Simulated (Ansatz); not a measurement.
```yaml
crystal:
  periodic: [false, false, false]
  atoms:
    - {symbol: Al, position_ang: [-1.266778, 1.389362, -0.085768]}
    - {symbol: C, position_ang: [0.109015, 0.298739, 0.669596]}
    - {symbol: C, position_ang: [0.178899, -1.231314, 0.703421]}
    - {symbol: Si, position_ang: [0.990260, -0.520998, -0.787329]}
    - {symbol: H, position_ang: [-2.474503, 0.697722, -0.853702]}
    - {symbol: H, position_ang: [-1.106756, 2.967054, -0.025752]}
    - {symbol: H, position_ang: [0.828286, 0.802703, 1.314556]}
    - {symbol: H, position_ang: [-0.757074, -1.767259, 0.576882]}
    - {symbol: H, position_ang: [0.812811, -1.664789, 1.470866]}
    - {symbol: H, position_ang: [2.461370, -0.434410, -0.873541]}
    - {symbol: H, position_ang: [0.289871, -0.593712, -2.088627]}
basis:
  gaussian: {orbitals: "6-31G*"}
total_charge: 1
magnetization: {spin_polarized: true, initial_magnetization: 1}
hamiltonian: {xc: {name: HF}}
correlation: {method: mp2, frozen_orbitals: {Al: 9}}
output: {forces: true}
```

```sh
$ ansatz run in.yaml --threads 2 --pin off --events-out ev --progress --plain --max-ram 4352MiB
```

Output, abridged:

```
Functional definition: HF
Error: "frozen_orbitals" has no count for C
```

In this input frozen orbitals are typed for one element alone, and the program wants a count for each. The program refused the input.
